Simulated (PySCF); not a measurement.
# Spinor energies of Pr (praseodymium, neutral)

Start: [Xe] 4f3 6s2; 4f5/2 filled at m_j = +1/2, +3/2, +5/2. Calculated with PySCF 2.14 in x2c-SVPall-2c (7s10p9d3f1g, 112 functions): generalised Hartree-Fock with the X2C-1e Hamiltonian and a Gaussian nucleus; one run each with spin-orbit coupling (SO) switched off, then screened by Boettger's factors.

```csv
spinor shell,electrons,"ε, spin-free (eV)","ε, screened SO (eV)",weight of nominal j (screened SO),"rms radius, screened SO (bohr)"
1s1/2,2,-42190.7,-42184.7,1.000,0.0275
2s1/2,2,-6898.3,-6896.4,1.000,0.111
2p1/2,2,-6166.0,-6503.9,1.000,0.0958
2p3/2,4,-6166.0,-6017.6,1.000,0.102
3s1/2,2,-1534.4,-1533.7,1.000,0.290
3p1/2,2,-1297.2,-1365.8,1.000,0.282
3p3/2,4,-1297.2,-1266.6,1.000,0.294
3d3/2,4,-963.92,-976.57,0.999,0.266
3d5/2,6,-963.92,-954.81,0.999,0.269
4s1/2,2,-324.63,-324.41,1.000,0.661
4p1/2,2,-244.37,-260.12,0.989,0.685
4p3/2,4,-244.37,-237.19,0.994,0.712
4d3/2,4,-126.44,-131.41,0.833,0.783
4d5/2,6,-126.44,-122.91,0.888,0.789
5s1/2,2,-48.756,-48.712,1.000,1.62
5p1/2,2,-26.881,-29.419,0.934,1.84
5p3/2,4,-26.881,-25.722,0.967,1.94
4f5/2,3,-10.548,-10.569,0.793,1.21
6s1/2,2,-4.655,-4.656,1.000,5.22
```

| quantity | spin-free | screened SO |
| --- | --- | --- |
| E (hartree) | -9230.81262 | -9235.10755 |
| M_J | 9/2 | 9/2 |
| ⟨J²⟩ | 27.756 | 26.918 |
| ⟨L²⟩ | 42.003 | 41.799 |
| ⟨S²⟩ | 3.753 | 3.738 |

The determinant has a definite M_J but mixes levels of different J.

Each row is a mean over spinors that exchange with the open shell spreads, by up to 9.309 eV (4d3/2).

Rows whose weight is well below 1 are mixtures of j = l ± 1/2: exchange outweighs spin-orbit coupling there, and the label is only the starting occupation.

Breit and QED terms are absent; they matter most for the inner s and p1/2 levels.

Densities and radii are taken from the X2C orbitals without a picture-change correction, which distorts them close to the nucleus.

Without spin-orbit coupling the j labels of p, d and f shells carry no meaning; the spin-free column gives the mean over the occupied spinors of each nl shell, and its ⟨J²⟩ belongs to a mixture of degenerate components.
